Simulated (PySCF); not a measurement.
Match the calculated data to a structure.

| technique | computed result |
| --- | --- |
| Polarisability | 89.7 au [wB97X-D/def2-SVPD] |
| Dipole | 0.81 D [wB97X-D/def2-SVPD] |
| UV, first state | lowest singlet excitation: 7.29 eV (170 nm, f = 0.002) [TDDFT wB97X-D/def2-SVPD] |
| Rotational structure | rotational constants A, B, C: 2.481, 1.040, 0.877 GHz [PBE0-D3(BJ)/def2-SVP] |
| UV, strongest line | among the 6 lowest singlet transitions: S6 at 8.60 eV (144 nm, f = 0.109) [TDDFT wB97X-D/def2-SVPD] |

Electronic properties: PySCF, gas phase, density fitting. Levels stand in brackets. The structure is a single PBE0-D3(BJ)/def2-SVP conformer in the gas phase; no vibrational or solvent corrections.

**Question.** Which candidate is it?
A. `F[C@@H]1CC[C@@H](Cl)[C@@H]2C[C@@H]21`
B. `FC(F)[C@@]12CC[C@@H]1C2`
C. `F[C@@H]1CC=C[C@H](F)CC1`
D. `FC(F)[C@@]12CCC[C@@H]1C2`

**Answer.** A. It is `F[C@@H]1CC[C@@H](Cl)[C@@H]2C[C@@H]21`. Numbering: `[F:1][C@@H:2]1[CH2:3][CH2:4][C@@H:5]([Cl:6])[C@@H:7]2[CH2:8][C@H:9]12`. Its formula, C7H10ClF, gives 2 degrees of unsaturation: 2 rings and 0 π bonds in the structure found. The optimised geometry has point group C1 and is an asymmetric top.

The others, at the same levels:
- `F[C@@H]1CC=C[C@H](F)CC1` fails: its computed lowest singlet excitation is 7.03 eV (176 nm, f = 0.280) (against 7.29 eV), static isotropic polarisability is 80.5 au (against 89.7 au) and rotational constant A is 2.965 GHz (against 2.481 GHz).
- `FC(F)[C@@]12CCC[C@@H]1C2` fails: its computed lowest singlet excitation is 8.23 eV (151 nm, f = 0.014) (against 7.29 eV), static isotropic polarisability is 77.7 au (against 89.7 au) and rotational constant A is 2.946 GHz (against 2.481 GHz).
- `FC(F)[C@@]12CC[C@@H]1C2` fails: its computed lowest singlet excitation is 8.03 eV (154 nm, f = 0.008) (against 7.29 eV), static isotropic polarisability is 67.1 au (against 89.7 au) and rotational constant A is 3.696 GHz (against 2.481 GHz).

Each candidate is one conformer, not necessarily the lowest. The conformers computed, where there is a choice (atom-mapped SMILES and torsion angles):
- `[F:1][CH:2]([F:3])[C@@:4]12[CH2:5][CH2:6][C@@H:7]1[CH2:8]2`: F1–C2–C4–C5 72°

The conformers of `F[C@@H]1CC[C@@H](Cl)[C@@H]2C[C@@H]21`, `F[C@@H]1CC=C[C@H](F)CC1` and `FC(F)[C@@]12CCC[C@@H]1C2` aren't listed.
